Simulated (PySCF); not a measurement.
Molecule: 2-methyl-1-fluorobenzene (SMILES C1(F)=CC=CC=C1C).

Atoms are numbered as in `[CH3:1][c:2]1[cH:3][cH:4][cH:5][cH:6][c:7]1[F:8]` (H(Xn): hydrogen on atom n).

Geometry PBE0-D3(BJ)/def2-SVP throughout; GIAO in PySCF 2.14.0 with density-fitted response routines, gas phase, one conformer, non-relativistic; equivalent atoms averaged; basis pcSseg-1.

(1) How do the absolute shieldings σ depend on the functional? (a selection of nuclei; ppm; last column core-seconds on 1 thread of an Arm Neoverse V1, shared host; the GGAs took longer than the global hybrids here, which isn't the general rule, and the cause wasn't traced)

(2) Which nucleus among those listed moves most, in ppm?

Results:

(1) 
| functional | kind | C7 | C3 | C5 | C4 | C1 | F8 | H(C3) | H(C5) | H(C4) | core-s |
| --- | --- | --- | --- | --- | --- | --- | --- | --- | --- | --- | --- |
| LDA | LDA | 6.4 | 40.9 | 45.1 | 49.4 | 163.6 | 265.8 | 23.57 | 23.58 | 23.73 | 24 |
| PBE | GGA | 11.5 | 45.9 | 49.6 | 54.2 | 161.9 | 265.7 | 24.04 | 24.04 | 24.21 | 28 |
| BP86 | GGA | 11.0 | 45.7 | 49.4 | 54.0 | 161.3 | 268.4 | 24.12 | 24.12 | 24.29 | 29 |
| OPBE | GGA | 24.7 | 56.6 | 60.0 | 64.8 | 166.7 | 269.3 | 23.98 | 23.96 | 24.15 | 30 |
| KT2 | GGA | 22.7 | 57.4 | 60.8 | 65.2 | 165.6 | 273.4 | 24.19 | 24.20 | 24.39 | 30 |
| B3LYP | global hybrid | 8.2 | 42.3 | 45.9 | 50.2 | 161.4 | 288.1 | 24.22 | 24.23 | 24.39 | 19 |
| PBE0 | global hybrid | 15.3 | 47.8 | 51.4 | 55.9 | 166.8 | 290.6 | 23.98 | 23.98 | 24.14 | 20 |
| mPW1PW91 | global hybrid | 14.4 | 46.9 | 50.5 | 55.0 | 165.8 | 291.5 | 24.04 | 24.04 | 24.20 | 21 |
| CAM-B3LYP | range-separated hybrid | 8.8 | 42.3 | 45.8 | 50.3 | 165.5 | 299.4 | 24.06 | 24.07 | 24.23 | 24 |

(2) F8 (aryl fluorine): from 265.7 ppm with PBE to 299.4 ppm with CAM-B3LYP. The smallest spread is 0.65 ppm, at H(C5). Proton shifts span only some 12 ppm, so a few tenths of a ppm matter as much there as several ppm in carbon.
